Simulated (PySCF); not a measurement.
Si(OMe)(SiH3) (CH6OSi2), SMILES CO[Si][SiH3] (connectivity only; charge and spin as stated), neutral, multiplicity 1. Atoms are numbered in the order given.

```xyz
10

Si     0.9790    -0.1292     0.0000
O     -0.4070    -1.0791     0.0000
C     -0.4311    -2.4937     0.0000
H     -0.9699    -2.8505    -0.8928
H     -0.9699    -2.8505     0.8928
H      0.5868    -2.9268     0.0000
Si    -0.3290     1.9233     0.0000
H      0.5166     3.1591     0.0000
H     -1.2101     1.9734    -1.2108
H     -1.2101     1.9734     1.2108
```
Charge 0, spin multiplicity 1.

Geometry: B3LYP-D3(BJ)/def2-SVP. The structure was generated by enumeration; whether it is a known compound was not checked. One conformer was computed; it need not be the lowest.

Calculation: PySCF with B3LYP/def2-TZVP.

ESP charges are fitted to the potential on shells at 1.4 to 2.0 van der Waals radii. Atomic charges (e):

| atom | ESP fit | meta-Löwdin | Mulliken |
|---|---|---|---|
| Si1 | 0.00 | 0.39 | 0.19 |
| O2 | -0.13 | -0.55 | -0.31 |
| C3 | -0.21 | -0.10 | -0.15 |
| H4 | 0.12 | 0.12 | 0.12 |
| H5 | 0.12 | 0.12 | 0.12 |
| H6 | 0.09 | 0.10 | 0.10 |
| Si7 | 0.36 | 0.20 | 0.10 |
| H8 | -0.12 | -0.10 | -0.06 |
| H9 | -0.11 | -0.08 | -0.05 |
| H10 | -0.11 | -0.08 | -0.05 |

Computed Mayer and Wiberg (Löwdin basis) orders of the bonds:
```csv
bond,Mayer,Wiberg
Si1–O2,1.15,1.71
O2–C3,0.94,1.51
C3–H4,0.97,0.94
C3–H5,0.97,0.94
C3–H6,0.96,0.93
Si1–Si7,0.96,1.23
Si7–H8,0.93,0.97
Si7–H9,0.94,0.96
Si7–H10,0.94,0.96
```
